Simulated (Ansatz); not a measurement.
PBE exchange is replaced step by step with exact exchange (0 % is PBE, 25 % PBE0; no dispersion term), basis def2-TZVP, Ansatz. System: NbTe2. Charge 0, multiplicity 2. Geometry: PBE0-D4/def2-TZVP.

Geometry of the doublet:

```xyz
3

Nb   -1.477    0.137    0.318
Te    0.945   -0.657    1.050
Te    0.533    0.521   -1.368
```

In the def2 sets Nb, Te take a core potential; there is no spin–orbit coupling. At PBE-D4/def2-TZVP, PBE with 5 % exact exchange/def2-TZVP, PBE with 10 % exact exchange/def2-TZVP, PBE with 15 % exact exchange/def2-TZVP and others the charge 0 doublet is spin-contaminated (final ⟨S²⟩ up to 1.75, 0.75 for a pure state). The geometry of the doublet was relaxed on an unsound state (⟨S²⟩ 1.74, where a pure state has 0.75). At PBE0-D4/def2-TZVP a quartet of charge 0 lies 0.58 eV below the doublet, each at its own geometry. The structure comes from a short search, and lower isomers may exist.

HOMO and LUMO are taken over both spins.

```
exact exchange (%)  HOMO (eV)  LUMO (eV)  gap (eV)   ⟨S²⟩
                 0      -3.90      -3.49      0.41  1.697
                 5      -4.11      -3.34      0.78  1.710
                10      -4.34      -3.18      1.16  1.721
                15      -4.57      -3.03      1.54  1.730
                25      -5.04      -2.71      2.33  1.741
                35      -5.54      -2.40      3.14  1.745
```

(1) Estimate the row for 50 %.

Results:

(1) 
```tsv
exact exchange (%)	HOMO (eV)	LUMO (eV)	gap (eV)	⟨S²⟩
50	-6.32	-1.93	4.39	1.745
```
